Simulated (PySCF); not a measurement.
**Static response to an electric field**

Species: C3H12N2OSi.
Cartesian coordinates in Å at the GFN2-xTB level; atoms count from 1:
```xyz
19
C3H12N2OSi angstrom
C      3.1832   -0.7189    0.2917
C      1.7995   -0.1725    0.6141
O      1.0268   -0.1418   -0.5503
Si    -0.4935    0.3717   -0.7620
N     -0.6926    1.9424   -0.0506
N     -1.6360   -0.7159   -0.0830
C     -3.0631   -0.5374   -0.1363
H      3.6654   -0.0902   -0.4519
H      3.0977   -1.7245   -0.1114
H      3.7950   -0.7435    1.1896
H      1.8796    0.8403    1.0283
H      1.3149   -0.8062    1.3677
H     -0.5664    0.2959   -2.2184
H     -1.6163    2.3431   -0.0342
H     -0.0218    2.6595   -0.2795
H     -1.3530   -1.3238    0.6687
H     -3.4530    0.0154    0.7274
H     -3.5685   -1.5053   -0.1801
H     -3.3076    0.0211   -1.0373
```

Level: CAM-B3LYP/def2-SVPD (PySCF), static field, nuclei fixed, core orbitals frozen in the response. The polarisability tensor in these axes (au):

```
x   93.51 -0.86  1.75
y   -0.86 77.28 -0.28
z    1.75 -0.28 74.64
```

Q: Give the principal values, the mean and the anisotropy Δα = √{½[(α1 − α2)² + (α2 − α3)² + (α1 − α3)²]}.

A: Principal values 74.47, 77.25 and 93.72 au; mean 81.81 au = 12.12 Å³ = 13.49 × 10⁻⁴⁰ C²·m²/J; Δα = 18.02 au (22 % of the mean).

Q: What is the dipole moment, and where does it point?

A: (-0.67, 0.84, 1.39) D, 1.75 D in size, pointing from the negative to the positive side. Measured along this direction, the outermost atoms are H9 at the negative end and H17 at the positive end.

Q: What depolarisation ratio follows for Rayleigh scattering of linearly polarised light, taking the static tensor?

A: ρ = 3Δα²/(45ᾱ² + 4Δα²) = 974.4/(301198 + 1299.1) = 0.00322.

Q: What molar refraction does this α imply?

A: Lorentz–Lorenz: R = (4π/3)N_A α = 2.5225 cm³/(mol·Å³) × 12.12 Å³ = 30.6 cm³/mol, in the limit of long wavelengths.

Q: Form Σ f/ω² (atomic units) for the 8 lowest TDDFT singlets, given as eV and f, and set it beside the mean polarisability, which is this sum over all singlets: 5.97, 0.0029; 6.67, 0.0308; 6.85, 0.0132; 7.05, 0.0265; 7.50, 0.0171; 7.66, 0.0074; 7.82, 0.0018; 7.85, 0.0249.

A: They add up to 1.81 au, 2.2 % of the 81.81 au; the largest single term is 0.51 au, from the state at 6.67 eV. Terms in order: 0.06, 0.51, 0.21, 0.39, 0.23, 0.09, 0.02, 0.30 au. Higher excitations give the rest. The strengths listed sum to 0.125.

Q: Along which axes do the principal values lie, and how far do the nuclei extend along each?

A: Largest value along (0.99, -0.05, 0.09), where the nuclei span 7.41 Å; middle along (0.06, 1.00, -0.07), 4.37 Å; least along (-0.09, 0.07, 0.99), 3.32 Å. The response follows the extents in order.

Q: What are the principal values of the traceless quadrupole moment, Θ = ½Σq(3rr − r²1), about the centre of nuclear charge?

A: -9.25, 3.48, 5.77 D·Å. The values depend on the origin, since the dipole doesn't vanish. The electronic extent ⟨r²⟩ about the same centre is 1310 bohr², a root-mean-square distance of 2.36 Å for the 66 electrons.

One conformer (not necessarily the lowest) at the GFN2-xTB geometry, without solvent, vibrations or thermal averaging.
